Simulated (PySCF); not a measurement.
Precursor series Hf Cl-OH. Gas-phase values, no solvent. One relaxed conformer stands for each flexible species; it need not be the lowest.

The HOMO from two functionals at the same geometries (BP86-D3(BJ)/def2-SVP), both in PySCF: PBE-D3(BJ)/def2-TZVP and B3LYP-D3(BJ)/def2-TZVP. B3LYP has the VWN-RPA correlation part, as in Gaussian. 

```
species                                    B3LYP-D3(BJ)/def2-TZVP (eV)
-----------------------------------------  ---------------------------
0 of 4 Cl replaced by OH ([Hf(Cl)4])                             -9.42
1 of 4 Cl replaced by OH ([Hf(Cl)3(OH)])                         -9.01
2 of 4 Cl replaced by OH ([Hf(Cl)2(OH)2])                        -8.64
3 of 4 Cl replaced by OH                                         -8.28
4 of 4 Cl replaced by OH ([Hf(OH)4])                             -8.12
```

Q: What does PBE-D3(BJ)/def2-TZVP give for each?

A: 
- 0 of 4 Cl replaced by OH ([Hf(Cl)4]): -8.32
- 1 of 4 Cl replaced by OH ([Hf(Cl)3(OH)]): -7.91
- 2 of 4 Cl replaced by OH ([Hf(Cl)2(OH)2]): -7.52
- 3 of 4 Cl replaced by OH: -7.10
- 4 of 4 Cl replaced by OH ([Hf(OH)4]): -6.71
Over these rows, drawn at random from the members with no instability flagged (it was tested for open shells, ions and some series alone), PBE minus B3LYP-D3(BJ): mean +1.18 eV, from +1.10 eV to +1.42 eV.
